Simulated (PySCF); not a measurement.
Predicted spectroscopic data

One conformer, isolated molecule, no relativistic terms, equivalent nuclei averaged. Coordinates at the GFN2-xTB level; NMR shieldings at PBE0/pcSseg-1/GIAO; PySCF 2.14.0 with density-fitted response routines.

Scale: $^{1}$H (31.72 ppm), $^{13}$C (186.93 ppm) vs TMS (reference shieldings calculated alike). Where no couplings were computed, multiplicities follow the n + 1 count of equivalent neighbours, and m marks all less simple cases (inequivalent or close neighbours, rings, F or P nearby). Shifts are as computed. Against solution values, carbons near 30 ppm lie about +3 ppm off and those near 130 ppm about +5 ppm. Of 1309 compounds with measured shifts, 239 miss one by over three times the rms of a fit or turn the order of signals round; such compounds aren't used in these exercises. OH and NH positions are gas-phase values without hydrogen bonding to other molecules.

**1.** SMILES C=C1[SiH2][C@H]1n1cccc1, C₇H₉NSi. $^{1}$H NMR (500 MHz, computed): δ 7.13 (m, 1H), 7.01 (m, 1H), 6.53 (m, 2H), 6.32 (m, 2H), 4.07 (m, 1H), 3.63 (m, 1H), 3.43 (m, 1H). $^{13}$C{$^{1}$H} NMR (computed): δ 145.1, 141.2, 121.1, 114.2, 36.1.

**2.** `C1=C[C@H]2C(/C=N\[H])=C[C@@]12[SiH3]`, C₇H₉NSi. $^{1}$H NMR (500 MHz, computed): δ 10.96 (br s, 1H), 8.40 (s, 1H), 6.97 (s, 1H), 6.92 (m, 1H), 6.89 (m, 1H), 4.10 (s, 3H), 3.90 (m, 1H). $^{13}$C{$^{1}$H} NMR (computed): δ 166.8 (CH), 156.5 (CH), 156.3 (CH), 156.2 (C), 149.3 (CH), 51.8 (CH), 47.9 (C).
